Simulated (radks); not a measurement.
Values are calculated unless marked as measured or tabulated.
Effect of the nuclear size on neutral molybdenum, [Kr] 4d5 5s1. Code: a radial shooting solver on a logarithmic mesh with Libxc functionals. Model: Dirac Kohn-Sham, exchange-only LDA, spin-unpolarised, spherical densities, finite nucleus; open shells fill j = l - 1/2 first; Fermi nuclear charge, rms radius 4.4091 fm. The rms radius is varied about that value; shifts are against it.

rms radius (fm)  total energy shift (eV)  density at nucleus (e/bohr^3)  1s1/2 shift (meV)  2s1/2 shift (meV)  4s1/2 shift (meV)  4p1/2 shift (meV)
3.8756                            -0.337                      9.173e+04               -142              -15.2             -0.445              0.037
4.246                             -0.107                      9.083e+04              -45.3              -4.84             -0.141              0.012
4.4091                                 0                      9.046e+04              0.000              0.000              0.000              0.000
4.8368                             0.298                      8.956e+04                126               13.5              0.393             -0.033
5.1498                             0.531                      8.895e+04                225               24.0              0.701             -0.058

Slopes of the eigenvalues against <r^2> in GHz/fm^2, as finite differences over the two radii next to the reference (eigenvalue slopes, not the field-shift constants of lines): 1s1/2 7710, 2s1/2 825, 4s1/2 24.1, 4p1/2 -1.99.
